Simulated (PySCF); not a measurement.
# Field gradients at the hydrogen positions

Compound: C₆H₁₀Si.
Z-matrix (Å and degrees, GFN2-xTB geometry), rows numbered from 1:
```
C 
C   1  1.3263
C   2  1.4987  1  121.03
Si  2  1.8909  1  123.03  3  -179.55
C   4  1.8851  2  110.68  1    -7.80
C   5  1.5134  4  121.86  2    98.10
C   6  1.2929  5   64.66  4   106.13
H   1  1.0810  2  122.28  3    -0.07
H   1  1.0769  2  121.90  3   179.97
H   3  1.0890  2  110.05  1   121.20
H   3  1.0888  2  111.68  1     0.23
H   3  1.0891  2  109.99  1  -120.73
H   4  1.4709  2  109.49  1   112.59
H   4  1.4722  2  108.70  1  -128.63
H   5  1.0921  4  115.82  2   -52.81
H   6  1.0617  5  144.16  7   179.71
H   7  1.0614  5  144.07  6  -179.71
```

Level: PBE0/pcSseg-1 (PySCF, non-relativistic); Q(2H) = 0.00286 b; rigid geometry, the same for H and D, with no vibrational averaging.

Question: Rank these positions by the coupling χzz of a deuteron there, largest first.
A. H14 (Si–H hydrogen)
B. H9 (vinylic hydrogen)
C. H11 (methyl hydrogen)
D. H17 (vinylic hydrogen)
E. H8 (vinylic hydrogen)

Answer: D (249 kHz), B (226 kHz), E (222 kHz), C (210 kHz), A (106 kHz).

Question: Tabulate Vzz, the asymmetry η and χzz = 234.96 MHz × Q × Vzz for every hydrogen position.

Answer: 
| atom | bonded to | bond length (Å) | Vzz (au) | η | χzz (kHz) |
| --- | --- | --- | --- | --- | --- |
| H8 | C1 | 1.081 | 0.3301 | 0.05 | 222 |
| H9 | C1 | 1.077 | 0.3368 | 0.05 | 226 |
| H10 | C3 | 1.089 | 0.3120 | 0.03 | 210 |
| H11 | C3 | 1.089 | 0.3126 | 0.03 | 210 |
| H12 | C3 | 1.089 | 0.3120 | 0.03 | 210 |
| H13 | Si4 | 1.471 | 0.1580 | 0.02 | 106 |
| H14 | Si4 | 1.472 | 0.1573 | 0.01 | 106 |
| H15 | C5 | 1.092 | 0.3092 | 0.08 | 208 |
| H16 | C6 | 1.062 | 0.3701 | 0.00 | 249 |
| H17 | C7 | 1.061 | 0.3706 | 0.00 | 249 |

Question: Average by the element that carries the hydrogen.

Answer: on C: 223 kHz over 8 positions, mean bond length 1.080 Å; on Si: 106 kHz over 2 positions, mean bond length 1.472 Å.

Question: How does χzz go with the bond length over the 8 C–H bonds?

Answer: A straight-line fit has a slope of -13.9 kHz for each 0.01 Å, with a correlation coefficient of -1.00, over lengths from 1.061 to 1.092 Å. The longer bonds have the smaller couplings here.

Geometry: GFN2-xTB, one conformer, isolated molecule. GFN2-xTB bond lengths can be off by several hundredths of an ångström, more for odd bonds, and the gradients follow them. A larger basis could move these couplings by a tenth or more.
